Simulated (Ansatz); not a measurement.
Compare A (`[BH2][GaH][CH2][SiH2]F`) with its isomer B (`B[CH]([GaH2])[SiH2]F`).

Gas-phase electronic energies from Ansatz, PBE0-D4/def2-TZVP geometries. CCSD(T)/CBS adds triple-zeta CCSD(T) − MP2 to the extrapolated MP2 energy (def2 sets, frozen cores). Functionals use def2-TZVPP. B3LYP here is the variant with VWN-RPA as its local correlation; programs differ in this. For Ga outer-core shells are correlated without core-valence functions, which leaves a few kJ/mol of doubt a bond. Scalar relativity is left out up to krypton. Each species was taken in one conformer, which may not be the lowest.

A:

```xyz
12

B    -0.473    1.986   -0.318
Ga   -1.273    0.462    0.827
C    -0.128   -1.199    0.698
Si    1.082   -0.949   -0.654
F     1.163    0.666   -0.941
H    -0.842    2.175   -1.441
H     0.271    2.796    0.152
H    -2.534    0.327    1.757
H     0.362   -1.312    1.672
H    -0.759   -2.079    0.547
H     2.487   -1.324   -0.361
H     0.642   -1.548   -1.938
```

B:

Z-matrix (Å, degrees):
```
C
Ga 1 1.996
Si 1 1.853 2 106.0
B 1 1.525 2 104.3 3 114.2
H 1 1.092 2 108.1 3 -121.5
H 2 1.562 1 120.2 3 -56.6
H 2 1.564 1 115.7 3 123.3
F 3 1.603 1 110.0 2 168.8
H 3 1.482 1 110.5 2 50.1
H 3 1.485 1 111.9 2 -73.7
H 4 1.202 1 120.0 2 -65.5
H 4 1.197 1 121.6 2 113.1
```

Problem. Which is lower in electronic energy at CCSD(T)/CBS, and by how much? (Estimate.)

Solution. Ansatz gave: B, by 57.2 kJ/mol.

Problem. Give E(B) − E(A) in kJ/mol with CCSD(T)/def2-TZVPP, HF/def2-TZVPP, CCSD/def2-TZVPP, ωB97M-V, MP2/def2-TZVPP, PBE-D4, B3LYP. (An estimate is asked.)

Solution. The calculation gave: CCSD(T)/def2-TZVPP -58.8, HF/def2-TZVPP -68.5, CCSD/def2-TZVPP -59.1, ωB97M-V -56.1, MP2/def2-TZVPP -64.5, PBE-D4 -50.0, B3LYP -53.8. None reverses the order clearly.

Largest T1 diagnostic: 0.013.

In def2-TZVPP, CCSD(T) changes the Hartree–Fock value by +9.7 kJ/mol (the triples alone add +0.3 kJ/mol) and MP2 by +4.0 kJ/mol. From PBE to PBE0 (25 % exact exchange), in def2-TZVPP and without D4, E(B) − E(A) moves by −5.2 kJ/mol.
